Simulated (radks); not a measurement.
The numbers below are computed, except where a source is named.
Question: Pt II, configuration [Xe] 4f14 5d9 (the NIST ground configuration). Level of theory: Dirac Kohn-Sham, BLYP, spin-unpolarised, spherical densities, finite nucleus; open shells fill j = l - 1/2 first; Fermi nuclear charge, rms radius 5.427 fm (a radial shooting solver on a logarithmic mesh with Libxc functionals). Some entries of the table are withheld. Estimate them.

orbital,occ.,eigenvalue (Ry),r(max) (bohr)
1s1/2,2,-5754.056,0.01062
2s1/2,2,-1010.616,0.06144
2p1/2,2,-968.9718,0.04532
2p3/2,4,-841.8659,0.05258
3s1/2,2,-237.8024,(1)
3p1/2,2,-219.0365,0.1614
3p3/2,4,-191.0980,0.1762
3d3/2,4,-159.7251,0.1374
3d5/2,6,-153.7023,0.1415
4s1/2,2,-51.54008,0.3903
4p1/2,2,-43.56685,0.3888
4p3/2,4,-36.91015,0.4194
4d3/2,4,-23.82256,0.4129
4d5/2,6,-22.58474,0.4224
5s1/2,2,-8.05955,0.8699
4f5/2,6,(2),0.3826
4f7/2,8,(3),0.3872
5p1/2,2,-5.51577,0.9217
5p3/2,4,-4.41712,1.003
5d3/2,4,(4),1.239
5d5/2,5,(5),1.282

Answer: 
(1) 3s1/2 r(max) (bohr): 0.1729
(2) 4f5/2 eigenvalue (Ry): -5.86696
(3) 4f7/2 eigenvalue (Ry): -5.61309
(4) 5d3/2 eigenvalue (Ry): -1.10398
(5) 5d5/2 eigenvalue (Ry): -1.00365
